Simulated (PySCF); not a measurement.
H3Cl2HfOSi (SMILES [SiH3][O][Hf+]([Cl])[Cl]), charge +1, singlet, at the geometry of the source list (the multiplicity is a formal guess) (core potentials on Hf); M062X/def2-SVP in PySCF.

Here is a job for PySCF.
```python
from pyscf import gto, scf, dft

mol = gto.M(
    atom='''
Hf    0.95880000    0.02130000    1.49190000
Cl    0.32810000   -0.74760000    3.48090000
Cl    1.31160000    2.18530000    1.86010000
O    -0.33520000   -0.11840000    0.17100000
Si   -0.55710000   -0.29870000   -1.49290000
H    -0.08010000    0.97970000   -2.05070000
H    -1.97430000   -0.58950000   -1.66540000
H     0.34820000   -1.43220000   -1.79480000
''',
    basis='def2-svp',
    ecp={'Hf': 'def2-svp'},
    charge=1,
    verbose=4,
)

mf = dft.RKS(mol)
mf.xc = 'm062x'
mf.kernel()
```

Task: What does PySCF print? Leave out banner, timings and long lists.

Result: 
```
PySCF version 2.14.0

[INPUT] verbose = 4
[INPUT] num. atoms = 8
[INPUT] num. electrons = 70
[INPUT] charge = 1
[INPUT] spin (= nelec alpha-beta = 2S) = 0
[INPUT] symmetry False subgroup None
[INPUT] Mole.unit = angstrom
[INPUT] Symbol           X                Y                Z      unit          X                Y                Z       unit  Magmom
[INPUT]  1 Hf     0.958800000000   0.021300000000   1.491900000000 AA    1.811869408233   0.040251166453   2.819282405239 Bohr   0.0
[INPUT]  2 Cl     0.328100000000  -0.747600000000   3.480900000000 AA    0.620019141470  -1.412759250725   6.577947666999 Bohr   0.0
[INPUT]  3 Cl     1.311600000000   2.185300000000   1.860100000000 AA    2.478564784980   4.129618500012   3.515079564303 Bohr   0.0
[INPUT]  4 O     -0.335200000000  -0.118400000000   0.171000000000 AA   -0.633436196954  -0.223743573149   0.323143167301 Bohr   0.0
[INPUT]  5 Si    -0.557100000000  -0.298700000000  -1.492900000000 AA   -1.052766423995  -0.564461193408  -2.821172131363 Bohr   0.0
[INPUT]  6 H     -0.080100000000   0.979700000000  -2.050700000000 AA   -0.151367062578   1.851364684236  -3.875261363646 Bohr   0.0
[INPUT]  7 H     -1.974300000000  -0.589500000000  -1.665400000000 AA   -3.730886287729  -1.113993550431  -3.147149887851 Bohr   0.0
[INPUT]  8 H      0.348200000000  -1.432200000000  -1.794800000000 AA    0.658002636574  -2.706465755602  -3.391680448369 Bohr   0.0

nuclear repulsion = 360.969391493276
number of shells = 51
number of NR pGTOs = 210
number of NR cGTOs = 115
basis = def2-svp
ecp = {'Hf': 'def2-svp'}

******** <class 'pyscf.dft.rks.RKS'> ********
method = RKS
initial guess = minao
damping factor = 0
level_shift factor = 0
DIIS = <class 'pyscf.scf.diis.CDIIS'>
diis_start_cycle = 1
diis_space = 8
diis_damp = 0
SCF conv_tol = 1e-09
SCF conv_tol_grad = None
SCF max_cycles = 50
direct_scf = True
direct_scf_tol = 1e-13
XC library pyscf.dft.libxc version 7.1.2
    S. Lehtola, C. Steigemann, M. J. T. Oliveira, and M. A. L. Marques,  SoftwareX 7, 1–5 (2018)
XC functionals = m062x
    Y. Zhao and D. G. Truhlar,  Theor. Chem. Acc. 120, 215 (2008)
    Y. Zhao and D. G. Truhlar,  Theor. Chem. Acc. 120, 215 (2008)
radial grids:
    Treutler-Ahlrichs [JCP 102, 346 (1995); DOI:10.1063/1.469408] (M4) radial grids

becke partition: Becke, JCP 88, 2547 (1988); DOI:10.1063/1.454033
pruning grids: <function nwchem_prune>
grids dens level: 3
symmetrized grids: False
atomic radii adjust function: <function treutler_atomic_radii_adjust>
small_rho_cutoff = 0
Set gradient conv threshold to 3.16228e-05
Initial guess from minao.
tot grids = 124240
init E= -1322.00365573089
  HOMO = -0.473190862535248  LUMO = -0.331431560441021  gap/eV = 3.85747
cycle= 1 E= -1334.14807891668  delta_E= -12.1  |g|= 0.774  |ddm|= 7.71
  HOMO = -0.441433135562589  LUMO = -0.268699688211118  gap/eV = 4.70032
cycle= 2 E= -1334.01951414005  delta_E= 0.129  |g|= 1.13  |ddm|= 1.32
  HOMO = -0.554058564753484  LUMO = -0.272722342915648  gap/eV = 7.65555
cycle= 3 E= -1334.2639262436  delta_E= -0.244  |g|= 0.158  |ddm|= 0.815
  HOMO = -0.547795898792417  LUMO = -0.291090368339064  gap/eV = 6.98531
cycle= 4 E= -1334.26946430291  delta_E= -0.00554  |g|= 0.0431  |ddm|= 0.191
  HOMO = -0.547296407269951  LUMO = -0.283569566698366  gap/eV = 7.17637
cycle= 5 E= -1334.26990256956  delta_E= -0.000438  |g|= 0.018  |ddm|= 0.0698
  HOMO = -0.548342750069301  LUMO = -0.285112101260901  gap/eV = 7.16287
cycle= 6 E= -1334.27000086628  delta_E= -9.83e-05  |g|= 0.00229  |ddm|= 0.0229
  HOMO = -0.548428942519913  LUMO = -0.284833763023001  gap/eV = 7.17279
cycle= 7 E= -1334.27000324523  delta_E= -2.38e-06  |g|= 0.000668  |ddm|= 0.00515
  HOMO = -0.548411979418994  LUMO = -0.284909127915441  gap/eV = 7.17028
cycle= 8 E= -1334.2700034729  delta_E= -2.28e-07  |g|= 0.00015  |ddm|= 0.0014
  HOMO = -0.548415520244736  LUMO = -0.284905934180062  gap/eV = 7.17046
cycle= 9 E= -1334.27000348968  delta_E= -1.68e-08  |g|= 3.99e-05  |ddm|= 0.000425
  HOMO = -0.548415021831586  LUMO = -0.284901930620201  gap/eV = 7.17056
cycle= 10 E= -1334.27000349052  delta_E= -8.41e-10  |g|= 1.52e-05  |ddm|= 9.41e-05
  HOMO = -0.548414629444351  LUMO = -0.284901335464993  gap/eV = 7.17056
Extra cycle  E= -1334.27000349057  delta_E= -4.59e-11  |g|= 1.33e-05  |ddm|= 3.72e-05
converged SCF energy = -1334.27000349057
```
